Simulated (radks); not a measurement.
Values are calculated unless marked as measured or tabulated.
Q: Orbital eigenvalues (eV) of the gadolinium ion Gd47+, [Ne] 3s2 3p5, of relativity; Dirac values are averaged over j with weights 2j + 1. Spin-unpolarised spherical Kohn-Sham, LDA (Slater exchange, Perdew-Wang correlation), point nucleus unless stated (finite: rms radius 5.1569 fm), a radial shooting solver on a logarithmic mesh with Libxc functionals. A level marked "c x" has the speed of light scaled by that factor and shares open shells by 2j + 1; other Dirac levels either fill j = l - 1/2 first or share by 2j + 1.

shell  non-rel.
1s       -50086
2s       -10430
2p       -10102
3s      -4118.9
3p      -3994.1

Give the values at the level "Dirac, c x 1.25".

A: 
shell  Dirac, c x 1.25  change of magnitude (%)
1s              -51926                    +3.67
2s              -10924                    +4.73
2p              -10277                    +1.73
3s             -4265.8                    +3.57
3p             -4058.2                    +1.60
